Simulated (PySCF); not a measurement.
Os+ (osmium, charge +1) across methods

[Xe] 4f14 5d5 6s2, high-spin 6S determinant (an excited configuration). All numbers are calculated (PySCF 2.14, scalar relativity through the core potential, in aug-cc-pwCVTZ-PP with ECP60MDF (8s8p7d4f3g, 122 functions)).

```
   method  E (hartree)  mean ε 5d α (eV)  mean ε 6s α (eV)  mean ε 6s β (eV)  Σ⟨r²⟩ (bohr²)   ⟨S²⟩
     PW91     -90.5135           -17.620           -14.874           -12.939          45.42  8.756
      PBE     -90.4710           -17.570           -14.803           -12.869          45.43  8.757
BHandHLYP     -90.3364           -20.764           -16.151           -14.464          45.54  8.756
    B3LYP     -90.4776           -18.807           -15.367           -13.773          45.47  8.756
      UHF    -89.79816           -23.967           -17.397           -14.606          46.25  8.770
      LDA     -90.2665           -17.599           -15.066           -13.298          45.47  8.756
   r2SCAN     -90.4871           -18.241           -15.118           -12.944          45.46  8.769
```

Estimate the same row for PBE0.

E (hartree) = -90.4374; mean ε 5d α (eV) = -19.324; mean ε 6s α (eV) = -15.625; mean ε 6s β (eV) = -13.580; Σ⟨r²⟩ (bohr²) = 45.40; ⟨S²⟩ = 8.758.

Energies and moments cover only the electrons outside the core potential. Spin-orbit coupling, which splits the p, d and f shells strongly at this Z, is absent.
